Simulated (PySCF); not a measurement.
**Checking a proposed structure**

A compound C₇H₁₄OSi gives the data below (simulated from a calculation) and was assigned the structure `C=C(C)[C@@H]1C[SiH2][C@@H]1OC`.

13C{1H} NMR (computed): δ 157.7 (C), 116.1 (CH2), 78.1 (CH), 40.1 (CH2), 34.8 (CH2), 32.8 (CH2), 23.9 (CH2).

1H NMR (400 MHz, computed): δ 5.15 (m, 1H), 5.15 (m, 1H), 4.79 (s, 3H), 4.19 (m, 1H), 2.52 (m, 1H), 2.12 (m, 1H), 2.11 (m, 1H), 2.09 (m, 1H), 1.87 (m, 1H), 1.51 (m, 1H), 1.46 (m, 1H), 1.31 (m, 1H).

All values are calculated (PySCF 2.14): σ from GIAO-PBE0/pcSseg-1, coordinates at the GFN2-xTB level. Gas phase, non-relativistic Hamiltonian, one computed conformer, rapidly exchanging positions averaged.

Referencing at the same level of theory: TMS for 1H (31.72 ppm), 13C (186.93 ppm).

(1) Compare with the shifts computed for the proposed structure, pairing carbons in order of shift.

(2) Which isomer fits?

## Answers

(1) Numbering as in the mapped SMILES `[CH2:1]=[C:2]([CH3:3])[C@@H:4]1[CH2:5][SiH2:6][C@@H:7]1[O:8][CH3:9]`. Hydrogens are named by the atom that carries them.

```
atom  computed for proposal  given list  difference
  C2                  158.7       157.7        +1.0
  C1                  118.0       116.1        +1.9
  C7                   77.5        78.1        -0.6
  C9                   61.5        40.1       +21.4
  C4                   52.9        34.8       +18.1
  C3                   22.8        32.8       -10.0
  C5                    9.7        23.9       -14.2
```

The rms difference is 12.5 ppm and the largest +21.4 ppm at C9 (methyl carbon bonded to O). The carbon types in order of shift don't match either: C, CH2, CH, CH3, CH, CH3, CH2 for the proposal against C, CH2, CH, CH2, CH2, CH2, CH2 in the data. The proposal doesn't fit.

(2) SMILES C=C1CCCC[C@@H]1O[SiH3].

- Carbon types of the structure: 1 × C, 1 × CH, 5 × CH2, leaving 3 H on heteroatoms.
- δC 157.7: fully substituted alkene carbon; as expected for a trigonal carbon in a double bond.
- δC 116.1: terminal =CH2 carbon; the olefinic region.
- δC 78.1: allylic sp3 CH bonded to O; the inductive effect lowers its shielding.
- δH 2.52, 2.12: hydrogen on an allylic sp3 CH2; allylic position.

The data come from this structure; uniqueness wasn't tested.

Shifts are as computed. Against solution values, carbons near 30 ppm lie about +3 ppm off and those near 130 ppm about +5 ppm. Of 1211 compounds with measured shifts, 218 miss one by over three times the rms of a fit or turn the order of signals round; such compounds aren't used in these exercises. No couplings were computed; multiplicities are counted from neighbouring protons, with m where these are inequivalent, close in shift, in a saturated or five-membered ring or joined by F or P, and br s for small geminal =CH2 splittings.
